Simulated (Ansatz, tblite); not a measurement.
Forces on the cluster Cd3⁺ at its r2SCAN/def2-TZVP geometry. Total charge 1; doublet.

In the def2 sets Cd takes a core potential; there is no spin–orbit coupling. The xTB rows come from tblite. Correlated methods freeze no core orbitals; core or outer-core shells of Cd are correlated, in sets that lack core-valence functions. At PBE-QIDH/def2-TZVP the charge 1 doublet is spin-contaminated (final ⟨S²⟩ up to 0.84, 0.75 for a pure state). The structure comes from a short search, and lower isomers may exist.

GFN1-xTB (tblite), largest force 0.14 eV/Å:

```xyz
3
positions Å, forces eV/Å
Cd    0.006    0.013    0.002    0.001    0.002    0.000
Cd    2.608   -1.134    0.335   -0.129    0.055   -0.017
Cd   -2.613    1.120   -0.337    0.129   -0.057    0.016
```

GFN2-xTB (tblite), largest force 0.55 eV/Å:

```
Cd 0.006 0.015 0.002
Cd 0.500 -0.224 0.064
Cd -0.506 0.210 -0.066
```

PBE-QIDH/def2-TZVP (Ansatz), largest force 0.02 eV/Å:

```
Cd -0.001 -0.002 0.000
Cd 0.017 -0.006 0.002
Cd -0.016 0.008 -0.002
```
